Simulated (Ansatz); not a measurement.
# How methods differ on SiBr2 (SMILES Br[Si]Br)

The species is SiBr2 (3 atoms), meant as a singlet with charge 0. As SMILES, `Br[Si]Br`. The shape is that of a PBE0-D4/def2-TZVP optimisation.

```xyz
3

Br    0.9751    1.3421    0.6709
Si   -0.7700    0.3857   -0.3764
Br   -0.2160   -1.7926   -0.3078
```

Quantity: the electronic atomisation energy, in eV. The values are calculated. Electronic energies at fixed atoms, without zero-point motion or spin-orbit coupling.

```csv
level,kind,program,value (eV),less CCSD(T)/def2-SVPD,CPU time (all runs)
PBE/def2-SVPD,GGA,Ansatz,7.96,+0.99,9.7 s
revPBE/def2-SVPD,GGA,Ansatz,7.54,+0.57,9.6 s
r2SCAN/def2-SVPD,meta-GGA,Ansatz,7.82,+0.85,26 s
BHLYP/def2-SVPD,global hybrid,Ansatz,7.08,+0.11,11 s
PBE0/def2-SVPD,global hybrid,Ansatz,7.69,+0.72,11 s
CAM-B3LYP/def2-SVPD,range-separated hybrid,Ansatz,7.34,+0.37,13 s
CCSD(T)/def2-SVPD,coupled cluster or CI,Ansatz,6.97,0.00,20 s
CCSD/def2-SVPD,coupled cluster or CI,Ansatz,6.75,-0.22,15 s
```

Differences are taken from CCSD(T)/def2-SVPD for orientation; it has basis-set and higher-order errors of its own. All-electron rows without a relativistic Hamiltonian named are non-relativistic. Correlated wave functions underbind in double-zeta sets. The values span 6.75 to 7.96 eV. In the correlated wave-function rows the outer d shell of Br is correlated, in sets not made for it. In so small a basis fixed costs decide the times, and correlated methods can beat functionals. Times are those of the runs behind each value, whatever else they computed, on shared processors of several kinds: orders of magnitude only.
